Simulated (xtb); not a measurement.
xtb input (GFN2-xTB):

```bash
xtb mol.xyz --gfn 2 --sp --chrg 1 --uhf 0
```
mol.xyz:
```
2

Si    -0.00000000    -0.00000000    -1.14275119
Cl     0.00000000     0.00000000     0.94108922
```

Output:

```
           -------------------------------------------------
          |                Calculation Setup                |
           -------------------------------------------------

           -------------------------------------------------
          |                 G F N 2 - x T B                 |
           -------------------------------------------------

        Reference                      10.1021/acs.jctc.8b01176
      * Hamiltonian:
        H0-scaling (s, p, d)           1.850000    2.230000    2.230000
        zeta-weighting                 0.500000
      * Dispersion:
        s8                             2.700000
        a1                             0.520000
        a2                             5.000000
        s9                             5.000000
      * Repulsion:
        kExp                           1.500000    1.000000
        rExp                           1.000000
      * Coulomb:
        alpha                          2.000000
        third order                    shell-resolved
        anisotropic                    true
        a3                             3.000000
        a5                             4.000000
        cn-shift                       1.200000
        cn-exp                         4.000000
        max-rad                        5.000000

          ...................................................
          :                      SETUP                      :
          :.................................................:
          :  # basis functions                  20          :
          :  # atomic orbitals                  18          :
          :  # shells                            6          :
          :  # electrons                        10          :
          :  max. iterations                   250          :
          :  Hamiltonian                  GFN2-xTB          :
          :  restarted?                      false          :
          :  GBSA solvation                  false          :
          :  PC potential                    false          :
          :  electronic temp.          300.0000000     K    :
          :  accuracy                    1.0000000          :
          :  -> integral cutoff          0.2500000E+02      :
          :  -> integral neglect         0.1000000E-07      :
          :  -> SCF convergence          0.1000000E-05 Eh   :
          :  -> wf. convergence          0.1000000E-03 e    :
          :  Broyden damping             0.4000000          :
          :  net charge                          1          :
          :  unpaired electrons                  0          :
          ...................................................

 iter      E             dE          RMSdq      gap      omega  full diag
   1     -5.7910314 -0.579103E+01  0.281E+01    3.22       0.0  T
   2     -5.8121377 -0.211062E-01  0.163E+01    3.20       1.0  T
   3     -5.7756831  0.364546E-01  0.686E+00    2.66       1.0  T
   4     -5.8207539 -0.450708E-01  0.353E+00    3.17       1.0  T
   5     -5.7886072  0.321467E-01  0.658E+00    3.88       1.0  T
   6     -5.8058054 -0.171982E-01  0.350E+00    3.64       1.0  T
   7     -5.8216595 -0.158541E-01  0.969E-01    3.31       1.0  T
   8     -5.8216957 -0.361869E-04  0.605E-01    3.26       1.0  T
   9     -5.8203557  0.134001E-02  0.936E-01    3.24       1.0  T
  10     -5.8215989 -0.124325E-02  0.478E-01    3.28       1.0  T
  11     -5.8220152 -0.416283E-03  0.131E-01    3.31       1.0  T
  12     -5.8220289 -0.136759E-04  0.841E-02    3.31       1.0  T
  13     -5.8220322 -0.332385E-05  0.258E-02    3.31       2.7  T
  14     -5.8220324 -0.223301E-06  0.963E-03    3.31       7.3  T
  15     -5.8220325 -0.876712E-07  0.306E-04    3.32     231.2  T
  16     -5.8220325 -0.155546E-09  0.101E-04    3.32     697.5  T

   *** convergence criteria satisfied after 16 iterations ***

         #    Occupation            Energy/Eh            Energy/eV
      -------------------------------------------------------------
         1        2.0000           -1.2780310             -34.7770
         2        2.0000           -0.9090472             -24.7364
         3        2.0000           -0.6999766             -19.0473
         4        2.0000           -0.6999766             -19.0473
         5        2.0000           -0.6942686             -18.8920 (HOMO)
         6                         -0.5724335             -15.5767 (LUMO)
         7                         -0.5724335             -15.5767
         8                         -0.4750675             -12.9272
         9                         -0.3292900              -8.9604
        10                         -0.3292900              -8.9604
       ...                                ...                  ...
        18                          0.1968730               5.3572
      -------------------------------------------------------------
                  HL-Gap            0.1218350 Eh            3.3153 eV
             Fermi-level           -0.6333510 Eh          -17.2344 eV

 SCC (total)                   0 d,  0 h,  0 min,  0.005 sec
 SCC setup                      ...        0 min,  0.000 sec (  3.319%)
 Dispersion                     ...        0 min,  0.000 sec (  0.859%)
 classical contributions        ...        0 min,  0.000 sec (  0.532%)
 integral evaluation            ...        0 min,  0.001 sec ( 15.750%)
 iterations                     ...        0 min,  0.003 sec ( 60.858%)
 molecular gradient             ...        0 min,  0.001 sec ( 15.584%)
 printout                       ...        0 min,  0.000 sec (  2.646%)

         :::::::::::::::::::::::::::::::::::::::::::::::::::::
         ::                     SUMMARY                     ::
         :::::::::::::::::::::::::::::::::::::::::::::::::::::
         :: total energy              -5.818032047906 Eh    ::
         :: gradient norm              0.069397604997 Eh/a0 ::
         :: HOMO-LUMO gap              3.315299894914 eV    ::
         ::.................................................::
         :: SCC energy                -5.822032505525 Eh    ::
         :: -> isotropic ES            0.131689827773 Eh    ::
         :: -> anisotropic ES         -0.010021488503 Eh    ::
         :: -> anisotropic XC         -0.019180194788 Eh    ::
         :: -> dispersion             -0.000781361715 Eh    ::
         :: repulsion energy           0.004000457619 Eh    ::
         :: add. restraining           0.000000000000 Eh    ::
         :: total charge               1.000000000000 e     ::
         :::::::::::::::::::::::::::::::::::::::::::::::::::::

           -------------------------------------------------
          |                Property Printout                |
           -------------------------------------------------

    * Orbital Energies and Occupations

         #    Occupation            Energy/Eh            Energy/eV
      -------------------------------------------------------------
         1        2.0000           -1.2780310             -34.7770
         2        2.0000           -0.9090472             -24.7364
         3        2.0000           -0.6999766             -19.0473
         4        2.0000           -0.6999766             -19.0473
         5        2.0000           -0.6942686             -18.8920 (HOMO)
         6                         -0.5724335             -15.5767 (LUMO)
         7                         -0.5724335             -15.5767
         8                         -0.4750675             -12.9272
         9                         -0.3292900              -8.9604
        10                         -0.3292900              -8.9604
        11                         -0.3078052              -8.3758
        12                         -0.3078052              -8.3758
Note: The following floating-point exceptions are signalling: IEEE_DENORMAL
normal termination of xtb
        13                         -0.2299360              -6.2569
        14                         -0.2291921              -6.2366
        15                         -0.2291921              -6.2366
        16                         -0.2178966              -5.9293
       ...                                ...                  ...
        18                          0.1968730               5.3572
      -------------------------------------------------------------
                  HL-Gap            0.1218350 Eh            3.3153 eV
             Fermi-level           -0.6333510 Eh          -17.2344 eV

     #   Z          covCN         q      C6AA      α(0)
     1  14 Si       0.801     0.750   205.294    31.138
     2  17 Cl       0.801     0.250    91.917    14.666

 Mol. C6AA /au·bohr⁶  :        557.168327
 Mol. C8AA /au·bohr⁸  :      32720.352722
 Mol. α(0) /au        :         45.803930

Wiberg/Mayer (AO) data.
largest (>0.10) Wiberg bond orders for each atom

 ---------------------------------------------------------------------------
     #   Z sym  total        # sym  WBO       # sym  WBO       # sym  WBO
 ---------------------------------------------------------------------------
     1  14 Si   1.890 --     2 Cl   1.890
     2  17 Cl   1.890 --     1 Si   1.890
 ---------------------------------------------------------------------------

Topologies differ in total number of bonds
Writing topology from bond orders to xtbtopo.mol

molecular dipole:
                 x           y           z       tot (Debye)
 q only:        0.000       0.000      -1.177
   full:        0.000      -0.000      -0.631       1.605
molecular quadrupole (traceless):
                xx          xy          yy          xz          yz          zz
 q only:       -2.144       0.000      -2.144       0.000       0.000       4.289
  q+dip:       -3.050       0.000      -3.050      -0.000      -0.000       6.101
   full:       -1.401       0.000      -1.401      -0.000      -0.000       2.802

           -------------------------------------------------
          | TOTAL ENERGY               -5.818032047906 Eh   |
          | GRADIENT NORM               0.069397604997 Eh/α |
          | HOMO-LUMO GAP               3.315299894914 eV   |
           -------------------------------------------------

------------------------------------------------------------------------
------------------------------------------------------------------------
 total:
 SCF:
```

This state (charge 1, singlet) is run at the relaxed geometry of the species with charge 0 and multiplicity 2.
